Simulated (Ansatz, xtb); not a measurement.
**BF2Si+: where a starting geometry ends**

The starting geometry of this gas-phase singlet has its atoms placed at random.

```xyz
4

B    -0.6214   -0.1924    0.5890
F     1.5032   -0.7851    0.6349
F    -1.1207    0.8809   -0.3366
Si    0.4279    1.1487    0.5502
```

Q: One run relaxed it with r2SCAN-D4/def2-SVP. What is a likely outcome?

A: It ends as a structure given below by its coordinates. Distances that change by over a tenth: B1–F3 (1.50 → 1.24 Å), B1–Si4 (1.70 → 2.38 Å). Contacts that open: F3–Si4 (1.80 → 3.61 Å). Contacts that close: F2–Si4 (2.21 → 1.60 Å).

The energy falls by 7.35 eV over 19 steps:

```
step  E − E(last) (eV)
   1             7.352
   3             3.442
   5             1.274
   7             0.488
   9             0.109
  11             0.032
  13             0.004
  15             0.001
  17             0.000
  19             0.000
```

Final geometry (Å):

```xyz
4

B    -0.8872    0.2768    0.1303
F     1.9598   -0.1210    0.3883
F    -1.9735    0.0624   -0.4189
Si    1.0899    0.8337    1.3377
```

From the same start GFN2-xTB ends elsewhere, differing in B1–Si4 (1.93 against 2.38 Å here).

From so rough a start the end depends on the optimiser's path, so another program may land elsewhere. No frequencies were run, so the end isn't proven a minimum. Run with Ansatz 0.2.0, 13 s on 1 thread of Intel(R) Xeon(R) 6975P-C (Granite Rapids), with other jobs on the host.
